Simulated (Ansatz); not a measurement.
Gas-phase electronic energies from Ansatz, PBE0-D4/def2-TZVP geometries. CCSD(T)/CBS is the MP2 limit (def2-TZVPP, def2-QZVPP) plus CCSD(T) − MP2 in def2-TZVPP, frozen cores. Functionals use def2-TZVPP. def2 core potentials past Kr. For Te outer-core shells are correlated without core-valence functions, which leaves a few kJ/mol of doubt a bond. One conformer a species, not always the lowest.

Reaction (substitution at a C–C bond): `C[CH2][AlH][TeH]` + `CSC(O)=S` → `COC(=S)SC` + `[CH3][AlH][TeH]`

```csv
level,ΔE (kJ/mol),difference from CCSD(T)/CBS
PBE-D4,28.4,-1.8
r2SCAN-D4,26.0,-4.2
ωB97X-V,26.3,-3.9
r2SCAN,26.0,-4.2
PBE0,29.9,-0.3
HF/def2-TZVPP,24.9,-5.3
CCSD/def2-TZVPP,29.4,-0.8
SCS-MP2/def2-QZVPP,29.1,-1.1
HF/CBS(def2),24.9,-5.3
CCSD/CBS(def2),31.4,1.2
CCSD(T)/CBS,30.2,0
```

Largest T1 diagnostic among the species: 0.016.

In def2-TZVPP, CCSD(T) changes the Hartree–Fock value by +3.4 kJ/mol (the triples alone add −1.2 kJ/mol) and MP2 by +4.9 kJ/mol.
